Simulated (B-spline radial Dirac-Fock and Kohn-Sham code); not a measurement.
## O⁴⁺: eigenvalues, ΔSCF and the reference

System: O⁴⁺, 1s2 2s2.

The density-functional columns are spherical, spin-unpolarised Dirac-Kohn-Sham results without Breit or QED terms: −ε is minus the orbital energy of the initial state and ΔSCF the difference of two total energies. The reference in the last column comes from Dirac-Fock (average of configuration) total-energy differences with a finite nucleus, the Breit interaction including its frequency dependence, and self-energy and vacuum-polarisation corrections. All numbers are from a radial atomic solver, in eV; a selection of levels is shown. The Kohn-Sham columns are given as differences from the reference.

```tsv
level	PBE −ε − DF	PBE ΔSCF − DF	LDA −ε − DF	LDA ΔSCF − DF	Dirac-Fock
1s	-44.2	+9.1	-48.2	+4.7	664.7
2s	-8.4	+3.2	-8.8	+2.7	111.1
```

For the outermost level NIST gives 113.899 eV (measured); the differences from it are PBE −ε -11.18, PBE ΔSCF +0.39, LDA −ε -11.63, LDA ΔSCF -0.07, Dirac-Fock -2.80 eV.

Values without a named source are computed, but for edge energies of neutral atoms, which are taken from tables.
